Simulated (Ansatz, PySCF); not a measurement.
Cl2Cu, SMILES [Cl][Cu+][Cl] (connectivity only; charge and spin as stated), charge +1, multiplicity 3. Atoms are numbered in the order given.

```xyz
3

Cu     0.0000     0.0000     0.0000
Cl     0.0000     0.0000    -2.0845
Cl     0.0000     0.0000     2.0845
```
Charge +1, spin multiplicity 3.

Geometry: B3LYP-D3(BJ)/def2-TZVP. The spin state was assumed, not searched.

Two levels are set side by side: PBE-D3(BJ)/def2-TZVP (Ansatz, a quantum-chemistry and plane-wave program) and B3LYP-D3(BJ)/def2-TZVP (Ansatz). Each level has its own optimised geometry; the coordinates shown are those of the second. Frequencies come from the Hessian of PySCF at each geometry. Differences are taken from unrounded values.

```json
[
 {"quantity": "mean bond length (Å)", "B3LYP-D3(BJ)": "2.084"},
 {"quantity": "bond Cu1–Cl2 (Å)", "B3LYP-D3(BJ)": "2.084"},
 {"quantity": "bond Cu1–Cl3 (Å)", "B3LYP-D3(BJ)": "2.084"},
 {"quantity": "highest harmonic wavenumber (cm⁻¹)", "B3LYP-D3(BJ)": "417"},
 {"quantity": "mean harmonic wavenumber (cm⁻¹)", "B3LYP-D3(BJ)": "205"},
 {"quantity": "zero-point energy (kcal/mol)", "B3LYP-D3(BJ)": "1.17"}
]
```

Question: What does PBE-D3(BJ) give, and how far is it from B3LYP-D3(BJ)? (An estimate is asked for; the answer gives what the named calculation found.)

Answer: 
```json
[
 {"quantity": "mean bond length (Å)", "PBE-D3(BJ)": "2.061", "PBE-D3(BJ) minus B3LYP-D3(BJ)": "-0.024"},
 {"quantity": "bond Cu1–Cl2 (Å)", "PBE-D3(BJ)": "2.061", "PBE-D3(BJ) minus B3LYP-D3(BJ)": "-0.024"},
 {"quantity": "bond Cu1–Cl3 (Å)", "PBE-D3(BJ)": "2.061", "PBE-D3(BJ) minus B3LYP-D3(BJ)": "-0.024"},
 {"quantity": "highest harmonic wavenumber (cm⁻¹)", "PBE-D3(BJ)": "471", "PBE-D3(BJ) minus B3LYP-D3(BJ)": "54"},
 {"quantity": "mean harmonic wavenumber (cm⁻¹)", "PBE-D3(BJ)": "239", "PBE-D3(BJ) minus B3LYP-D3(BJ)": "34"},
 {"quantity": "zero-point energy (kcal/mol)", "PBE-D3(BJ)": "1.37", "PBE-D3(BJ) minus B3LYP-D3(BJ)": "0.20"}
]
```
